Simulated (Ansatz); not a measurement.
This Ansatz (an electronic-structure program) input (MP2/cc-pwCVQZ) gives -497.96358 Eh with 193 basis functions. A basis named .json is the Basis Set Exchange file of that set (core-valence sets with the plain set on hydrogen).

Ansatz 0.2 input:
```yaml
crystal:
  periodic: [false, false, false]
  atoms:
    - {symbol: C, position_ang: [-0.00000000, -0.00000000, -1.22427249]}
    - {symbol: Cl, position_ang: [0.00000000, 0.00000000, 0.43209617]}
basis:
  gaussian:
    orbitals: cc-pwCVQZ.json
magnetization: {spin_polarized: true, initial_magnetization: 1}
correlation: {method: mp2, frozen_orbitals: {C: 0, Cl: 1}}
```

Change:
```diff
- orbitals: cc-pwCVQZ.json
+ orbitals: cc-pCVQZ.json
```

### Question
What does the run give now?

### Answer
-497.97505 Eh (MP2/cc-pCVQZ, 193 functions), a change of -11.47 mEh.
